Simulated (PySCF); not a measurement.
**Electric field gradients and quadrupole coupling constants**

Species: CH₁₁O₂PSi₃.
Numbering: `[CH3:1][O:2][Si@@H:3]([SiH2:4][OH:5])[SiH2:6][PH2:7]` (hydrogens: H8, H9, H10 on C1; H11 on Si3; H12, H13 on Si4; H14 on O5; H15, H16 on Si6; H17, H18 on P7)

Geometry (GFN2-xTB, Å), atoms numbered from 1 in this order:
```xyz
18
CH11O2PSi3 angstrom
C      0.132   -3.034    0.421
O      0.779   -1.852    0.070
Si     0.465   -0.342    0.595
Si     2.156    0.877   -0.392
O      1.899    2.429    0.018
Si    -1.716    0.327    0.057
P     -1.574    2.555   -0.282
H      0.259   -3.236    1.486
H     -0.937   -2.970    0.204
H      0.571   -3.849   -0.154
H      0.473   -0.364    2.084
H      3.520    0.713    0.103
H      2.180    0.758   -1.861
H      1.068    2.885   -0.100
H     -2.786    0.202    1.065
H     -2.346   -0.276   -1.135
H     -1.245    2.447   -1.620
H     -2.907    2.736   -0.571
```

Field gradients from the PBE0/pcSseg-1 density (PySCF, non-relativistic), principal values in atomic units, ordered |Vxx| ≤ |Vyy| ≤ |Vzz|:

```json
{"atom": "O2", "Vxx": "-0.5552", "Vyy": "-1.1933", "Vzz": "1.7485"}
{"atom": "O5", "Vxx": "-0.3896", "Vyy": "-1.1182", "Vzz": "1.5078"}
```

Question: Find the asymmetry η = (Vxx − Vyy)/Vzz and the couplings χ = eQV/h (234.96 MHz × Q in barn × V in au), with Q(17O) = −0.0256 b.

Answer: 
| atom | environment | nucleus | η | χzz (MHz) | χxx (MHz) | χyy (MHz) |
| --- | --- | --- | --- | --- | --- | --- |
| O2 | silyl ether oxygen | 17O | 0.36 | -10.52 | 3.34 | 7.18 |
| O5 | silanol oxygen | 17O | 0.48 | -9.07 | 2.34 | 6.73 |

The tensor is traceless: Vxx + Vyy + Vzz = 0.

Question: What is Vzz at O5 in SI units (1 au = 9.71736 × 10²¹ V/m²)?

Answer: 1.5078 au = 14.652 × 10²¹ V/m².

Were the hydrogens deuterons (Q(2H) = 0.00286 b), χzz would run from 97 kHz (H11) to 332 kHz (H14).

One conformer (not necessarily the lowest) at the GFN2-xTB geometry, without solvent, vibrations or thermal averaging. GFN2-xTB bond lengths can be off by several hundredths of an ångström, more for odd bonds, and the gradients follow them. With a basis this small, the couplings can be 20 % off.

These values come from a run that also computed NMR shieldings. The run took 64 s of wall time on an Arm Neoverse N1 with one thread, on a shared host, and the process peaked at 0.85 GiB of memory.
